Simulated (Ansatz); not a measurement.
Nudged elastic band run: C2H7ClGe

input.yaml

```yaml
crystal:
  periodic: [false, false, false]
  atoms:
    - { symbol: C, position_ang: [-0.630441, 1.296043, 0.16066] }
    - { symbol: C, position_ang: [0.511677, 0.391107, -0.261285] }
    - { symbol: Cl, position_ang: [2.01573, 0.7676, 0.73245] }
    - { symbol: Ge, position_ang: [0.121591, -1.554163, -0.061422] }
    - { symbol: H, position_ang: [-1.513735, 1.099305, -0.468379] }
    - { symbol: H, position_ang: [-0.361462, 2.356416, 0.045777] }
    - { symbol: H, position_ang: [-0.914508, 1.128612, 1.209106] }
    - { symbol: H, position_ang: [0.808239, 0.595209, -1.298728] }
    - { symbol: H, position_ang: [1.346113, -2.385584, -0.508026] }
    - { symbol: H, position_ang: [-1.101629, -1.910382, -0.950588] }
    - { symbol: H, position_ang: [-0.216274, -1.840965, 1.420935] }
basis:
  gaussian: { orbitals: def2-mTZVP }
hamiltonian:
  xc: pbe
neb:
  order_check: false
  images: 4
  f_tol: 0.03
  max_iterations: 60
  climbing: false
  final_atoms:
    - { symbol: C, position_ang: [-0.65077182, 1.29189576, 0.12131737] }
    - { symbol: C, position_ang: [0.46236056, 0.37650085, -0.35326091] }
    - { symbol: Cl, position_ang: [2.05881071, 0.87081395, 0.4205224] }
    - { symbol: Ge, position_ang: [0.16451777, -1.55142632, 0.05924948] }
    - { symbol: H, position_ang: [-0.42776936, 2.3439182, -0.11039067] }
    - { symbol: H, position_ang: [-0.81037268, 1.20896076, 1.20558391] }
    - { symbol: H, position_ang: [-1.59310467, 1.0248893, -0.38419956] }
    - { symbol: H, position_ang: [0.63025095, 0.49386999, -1.43190635] }
    - { symbol: H, position_ang: [1.33954834, -2.3924222, -0.49021422] }
    - { symbol: H, position_ang: [-1.16140315, -2.00811482, -0.60971732] }
    - { symbol: H, position_ang: [0.05323435, -1.71568746, 1.59351586] }
  initial_path:
    images:
      - { positions_ang: [[-0.630441, 1.296043, 0.16066], [0.511677, 0.391107, -0.261285], [2.01573, 0.7676, 0.73245], [0.121591, -1.554163, -0.061422], [-1.513735, 1.099305, -0.468379], [-0.361462, 2.356416, 0.045777], [-0.914508, 1.128612, 1.209106], [0.808239, 0.595209, -1.298728], [1.346113, -2.385584, -0.508026], [-1.101629, -1.910382, -0.950588], [-0.216274, -1.840965, 1.420935]] }
      - { positions_ang: [[-0.59838571, 1.27080298, 0.17965016], [0.54470718, 0.39414251, -0.21975466], [1.95189315, 0.70477388, 0.85496455], [0.12839527, -1.51856845, -0.11803081], [-1.43133706, 0.91455578, 0.05919864], [-0.68552216, 2.0355677, -0.25987716], [-0.66110902, 1.54069944, 1.02174975], [0.89776224, 0.63965451, -1.2401874], [1.32365, -2.36484719, -0.51752866], [-1.0787955, -1.81105616, -1.07187605], [-0.32595741, -1.86252701, 1.33219163]] }
      - { positions_ang: [[-0.56633041, 1.24556296, 0.19864032], [0.57773737, 0.39717803, -0.17822431], [1.88805631, 0.64194776, 0.9774791], [0.13519954, -1.4829739, -0.17463961], [-1.34893912, 0.72980656, 0.58677629], [-1.00958232, 1.7147194, -0.56553131], [-0.40771003, 1.95278689, 0.8343935], [0.98728549, 0.68410002, -1.18164681], [1.301187, -2.34411038, -0.52703132], [-1.055962, -1.71173032, -1.1931641], [-0.43564082, -1.88408902, 1.24344826]] }
      - { positions_ang: [[-0.57039658, 1.24473351, 0.1907718], [0.56787408, 0.3942568, -0.1966195], [1.89667245, 0.66259055, 0.91509358], [0.14378489, -1.48242656, -0.15050532], [-1.13174599, 0.9787292, 0.65837395], [-1.09936446, 1.48522835, -0.33356993], [-0.54342936, 1.93204235, 0.51573239], [0.95168788, 0.66383222, -1.20828248], [1.29987407, -2.34547802, -0.52346896], [-1.06791683, -1.73127688, -1.12498997], [-0.38173915, -1.85903351, 1.27796443]] }
      - { positions_ang: [[-0.6105842, 1.26831464, 0.15604459], [0.51511732, 0.38537883, -0.2749402], [1.97774158, 0.76670225, 0.66780799], [0.15415133, -1.51692644, -0.04562792], [-0.77975768, 1.6613237, 0.27399164], [-0.95486857, 1.34709456, 0.43600699], [-1.06826702, 1.47846583, 0.06576641], [0.79096942, 0.5788511, -1.32009441], [1.3197112, -2.36895011, -0.50684159], [-1.11465999, -1.86969585, -0.86735365], [-0.1642524, -1.78736049, 1.43574014]] }
      - { positions_ang: [[-0.65077182, 1.29189576, 0.12131737], [0.46236056, 0.37650085, -0.35326091], [2.05881071, 0.87081395, 0.4205224], [0.16451777, -1.55142632, 0.05924948], [-0.42776936, 2.3439182, -0.11039067], [-0.81037268, 1.20896076, 1.20558391], [-1.59310467, 1.0248893, -0.38419956], [0.63025095, 0.49386999, -1.43190635], [1.33954834, -2.3924222, -0.49021422], [-1.16140315, -2.00811482, -0.60971732], [0.05323435, -1.71568746, 1.59351586]] }
```

Command:

```bash
$ ansatz run input.yaml --threads 2 --pin off --max-ram 3072MiB --backend cpu --events-out ev --progress --plain --runs-dir out
```

Output, in part (warnings, iteration lines, the closing report on the highest movable image, with atoms numbered from 0):

```
NEB end point (image 0): max|allowed force component| = 1.200e-2 eV/Å (the criterion of neb.relax_end_points is 1.000e-2)
NEB end point (image 5): max|allowed force component| = 5.439e-3 eV/Å (the criterion of neb.relax_end_points is 1.000e-2)
NEB iter   1: max|band force component| = 3.564e2 eV/Å  barrier→ = 114.3718 eV  barrier← = 114.3718 eV  Δτ_max = 0.1935 Å  (172 SCF iters)
NEB iter   2: max|band force component| = 1.136e2 eV/Å  barrier→ = 45.5072 eV  barrier← = 45.5072 eV  Δτ_max = 0.1929 Å  (133 SCF iters)
NEB iter   3: max|band force component| = 7.053e1 eV/Å  barrier→ = 29.3662 eV  barrier← = 29.3662 eV  Δτ_max = 0.2000 Å  (128 SCF iters)
NEB iter   4: max|band force component| = 2.757e1 eV/Å  barrier→ = 15.5782 eV  barrier← = 15.5782 eV  Δτ_max = 0.2000 Å  (122 SCF iters)
NEB iter   5: max|band force component| = 1.388e1 eV/Å  barrier→ = 9.1983 eV  barrier← = 9.1983 eV  Δτ_max = 0.1701 Å  (123 SCF iters)
NEB iter   6: max|band force component| = 8.670e0 eV/Å  barrier→ = 5.3866 eV  barrier← = 5.3866 eV  Δτ_max = 0.1987 Å  (126 SCF iters)
NEB iter   7: max|band force component| = 5.152e0 eV/Å  barrier→ = 2.9480 eV  barrier← = 2.9480 eV  Δτ_max = 0.2000 Å  (122 SCF iters)
NEB iter   8: max|band force component| = 2.837e0 eV/Å  barrier→ = 1.0746 eV  barrier← = 1.0746 eV  Δτ_max = 0.2000 Å  (128 SCF iters)
NEB iter   9: max|band force component| = 4.515e0 eV/Å  barrier→ = 1.0621 eV  barrier← = 1.0621 eV  Δτ_max = 0.0981 Å  (126 SCF iters)
NEB iter  10: max|band force component| = 9.585e-1 eV/Å  barrier→ = 0.2654 eV  barrier← = 0.2654 eV  Δτ_max = 0.0808 Å  (121 SCF iters)
NEB iter  11: max|band force component| = 5.696e-1 eV/Å  barrier→ = 0.1739 eV  barrier← = 0.1739 eV  Δτ_max = 0.0686 Å  (123 SCF iters)
NEB iter  12: max|band force component| = 1.401e-1 eV/Å  barrier→ = 0.1496 eV  barrier← = 0.1496 eV  Δτ_max = 0.0419 Å  (123 SCF iters)
NEB iter  13: max|band force component| = 6.567e-2 eV/Å  barrier→ = 0.1490 eV  barrier← = 0.1490 eV  Δτ_max = 0.0236 Å  (123 SCF iters)
NEB iter  14: max|band force component| = 4.583e-2 eV/Å  barrier→ = 0.1489 eV  barrier← = 0.1489 eV  Δτ_max = 0.0094 Å  (124 SCF iters)
NEB iter  15: max|band force component| = 2.124e-2 eV/Å  barrier→ = 0.1488 eV  barrier← = 0.1488 eV  Δτ_max = 0.0000 Å  (317 SCF iters)
Total energy: -71212.53963246 eV, -2617.0125618998 hartree
Atom 0 at    -0.631555     1.301948     0.190705 Å, force    -0.000506     0.000326    -0.001341 eV/Å
Atom 1 at     0.538351     0.389798    -0.197794 Å, force    -0.001152    -0.000422    -0.004921 eV/Å
Atom 2 at     2.004649     0.691980     0.877379 Å, force     0.006384     0.009504    -0.018374 eV/Å
Atom 3 at     0.112809    -1.555675    -0.136796 Å, force     0.001063    -0.000785     0.007078 eV/Å
Atom 4 at    -1.588145     0.757906     0.222670 Å, force    -0.009310     0.006483    -0.048493 eV/Å
Atom 5 at    -0.745563     2.132595    -0.519884 Å, force     0.028639     0.031532     0.024677 eV/Å
Atom 6 at    -0.476545     1.734858     1.186739 Å, force    -0.020467    -0.039173     0.023477 eV/Å
Atom 7 at     0.901816     0.623880    -1.205644 Å, force    -0.010471    -0.005275    -0.010584 eV/Å
Atom 8 at     1.363951    -2.391754    -0.491361 Å, force     0.000556    -0.000693     0.004996 eV/Å
Atom 9 at    -1.008444    -1.822271    -1.180027 Å, force    -0.002472    -0.006070     0.013046 eV/Å
Atom 10 at    -0.406023    -1.920067     1.274514 Å, force     0.007736     0.004572     0.010439 eV/Å
Dipole moment:    -0.327607     0.031473    -0.219864 e Å
```

It converged. The profile has 2 maxima (images 1, 4) with wells between them (image 2): this band takes more than one step, which may be the mechanism or a detour left from its start path. No image climbed, so the highest image needn't sit at the top of the path.

Final band (atoms are numbered from 1 in the order of the input):

```
image  path coordinate (Å)  energy (kcal/mol)  dihedral H6–C1–C2–Ge4 (°)
    0                 0.00                0.0                        179
    1                 1.36                3.4                       -134
    2                 2.73                1.2                        -85
    3                 4.09                1.3                        -37
    4                 5.46                3.4                         12
    5                 6.82                0.0                         58
```

Run time: 2.7 min on 2 threads of Arm Neoverse V1 (shared host), peak memory 0.17 GiB.
